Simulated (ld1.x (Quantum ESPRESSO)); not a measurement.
Before and after: ultrasoft potential for aluminium

```
Element                 : aluminium (Al)
Generator               : ld1.x (Quantum ESPRESSO) 7.5
Type                    : ultrasoft
Functional              : PBEsol
Relativity              : scalar-relativistic
Frozen core             : [Ne]
Valence charge          : 3
Reference configuration : 3s2 3p1
Partial waves           : 3s (bound): rcut 2.00, rcutus 2.30 bohr; 3s channel at 1.25 Ry: rcut 2.00, rcutus 2.30 bohr; 3p (bound): rcut 2.10, rcutus 2.75 bohr; 3p channel at 0.35 Ry: rcut 2.10, rcutus 2.75 bohr; 3d channel at -0.05 Ry: rcut 2.05, rcutus 2.80 bohr
Local potential         : all-electron potential smoothed inside 1.85 bohr (lloc = -1)
Core correction         : none
Augmentation charge     : PSQ, radius 1.90 bohr
```

Change: waves 3s (bound): rcut 2.00, rcutus 3.26 bohr; 3s channel at 1.25 Ry: rcut 2.00, rcutus 3.26 bohr.

Cutoffs: the cutoffs (Ry, on a coarse ladder) from which the occupation-weighted sum of valence levels, in a spherical-Bessel basis at the reference potential, stays within 10 and 1 mRy of its value at 400 Ry; they do not see the model core or the augmentation charge, which bear on the density cutoff. Errors are all-electron minus pseudo energies relative to the spin-unpolarised reference configuration.

Task: What does the change do?

Result: Both files are so soft that the ladder of cutoffs tells neither apart; the number of tests that count goes from 7 to 6; of the 6 tests that both files solve, the error grows in 6 and shrinks in 0 by more than 15 % and 0.3 meV (median size 3.5 → 50.0 meV); neither file shows a bound ghost at the reference potential, the only one tested. More of the atom is replaced by a form fitted at one configuration, so other configurations suffer.

```tsv
quantity	base	changed
cutoff, loose	6 Ry	6 Ry
cutoff, tight	8 Ry	8 Ry
bound ghosts	none	none
tests counted (converged, no solver errors)	7 of 7	6 of 7
error for 3s2 3p0, meV [ΔE 5.74 eV]	-2.7	+44
error for 3s1 3p0, meV [ΔE 24.91 eV]	+5.6	+95
error for 3s2 3p0.5, meV [ΔE 2.07 eV]	-0.5	+27
error for 3s1 3p1, meV [ΔE 11.53 eV]	+4.3	+56
error for 3s0 3p3, meV [ΔE 10.41 eV]	+13	+59
error for 3s1 3p2, meV [ΔE 5.12 eV]	+2.6	+42
lowest overlap eigenvalue by channel	s 0.46, p 0.84, d 1.00	s 0.49, p 0.84, d 1.00
```

Base: ld1.x printed “convergence not achieved” for 6 of the counted tests; their residual had stalled under 1e-8, short of the target of 1e-14. Changed file: Tests not counted: 3s2 3p1.3 (pseudo-atom not self-consistent, printed error +0.3 meV). ld1.x printed “convergence not achieved” for 4 of the counted tests; their residual had stalled under 1e-8, short of the target of 1e-14.
